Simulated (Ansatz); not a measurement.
Ansatz (a quantum-chemistry and plane-wave program) input:

Ansatz 0.2 input:
```yaml
crystal:
  periodic: [false, false, false]
  atoms:
    - {symbol: C, position_ang: [1.63556815, 0.05486500, 0.11520225]}
    - {symbol: C, position_ang: [0.46822139, -0.75086968, -0.32285805]}
    - {symbol: C, position_ang: [-0.84603114, -0.30944513, 0.29343822]}
    - {symbol: F, position_ang: [-1.13289994, 1.00675974, -0.08397059]}
    - {symbol: H, position_ang: [1.52258125, 1.11061883, 0.31659219]}
    - {symbol: H, position_ang: [2.63304960, -0.35995624, 0.09317250]}
    - {symbol: H, position_ang: [0.35432244, -0.70670829, -1.41792552]}
    - {symbol: H, position_ang: [0.61564495, -1.81003933, -0.08488482]}
    - {symbol: H, position_ang: [-0.80191164, -0.32928802, 1.38458103]}
    - {symbol: H, position_ang: [-1.67413743, -0.93276586, -0.05049448]}
basis:
  gaussian:
    orbitals: def2-TZVP
hamiltonian:
  xc: {name: PBE0}
magnetization: {spin_polarized: true, initial_magnetization: 1}
```

### Question
Which total energy does the run end on?

### Answer
-217.54865 Eh (PBE0/def2-TZVP). The basis has 160 functions.

It need not be the lowest isomer of its formula.
